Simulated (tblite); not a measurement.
Isomers of C7H11N3. Level: GFN2-xTB in tblite, geometry and Hessian alike; calculated harmonic values, unscaled, isolated species. Against measured fundamentals such values can be off by several per cent, at times by over 20. One conformer each.

Electronic energies: GFN2-xTB at the same geometries; isomer energies are rough at this level and their order can be wrong.

```csv
SMILES,"electronic energy, lowest = 0 (kcal/mol)"
CCc1cnnn1C1CC1,15.2
Cc1cnn(C2CCC2)n1,2.4
C=Cn1ncnc1C(C)C,0.0
CC(C)(C)c1cncnn1,14.1
C=CCn1cnnc1CC,10.0
Cc1nnncc1C(C)C,23.5
C=Cc1nn[nH]c1C(C)C,21.8
```

Q: How do GFN2-xTB zero-point energies change the relative energies?

A: 
```tsv
SMILES	ZPE (kcal/mol)	of it from modes above 1550 cm⁻¹	electronic (kcal/mol)	with ZPE, lowest = 0 (kcal/mol)	lowest mode (cm⁻¹)	rings
C=Cn1ncnc1C(C)C	108.7	50.7	0.0	0.0	35	1
Cc1cnn(C2CCC2)n1	110.1	47.8	2.4	3.7	33	2
C=CCn1cnnc1CC	108.6	52.5	10.0	9.9	28	1
CC(C)(C)c1cncnn1	108.2	50.1	14.1	13.5	35	1
CCc1cnnn1C1CC1	109.6	48.2	15.2	16.1	6	2
C=Cc1nn[nH]c1C(C)C	108.5	53.1	21.8	21.6	15	1
Cc1nnncc1C(C)C	108.1	47.7	23.5	22.9	18	1
```

The zero-point energies span 2.0 kcal/mol, from `Cc1nnncc1C(C)C` to `Cc1cnn(C2CCC2)n1`. The order is unchanged.

Q: What do entropy and thermal enthalpy add at 298.15 K and 1 bar (rigid rotor, harmonic oscillator, one conformer each)?

A: 
```csv
SMILES,point group,symmetry number,S (cal/(mol K)),H − H(0) (kcal/mol),ZPE + H − H(0) − TS (kcal/mol)
C=Cn1ncnc1C(C)C,C1,1,99.7,7.05,86.1
Cc1cnn(C2CCC2)n1,C1,1,98.5,6.54,87.3
C=CCn1cnnc1CC,C1,1,102.1,7.08,85.2
CC(C)(C)c1cncnn1,Cs,1,99.4,7.08,85.7
```

Not tabulated: `CCc1cnnn1C1CC1` (lowest mode only 6 cm⁻¹); `C=Cc1nn[nH]c1C(C)C` (lowest mode only 15 cm⁻¹); `Cc1nnncc1C(C)C` (lowest mode only 18 cm⁻¹).
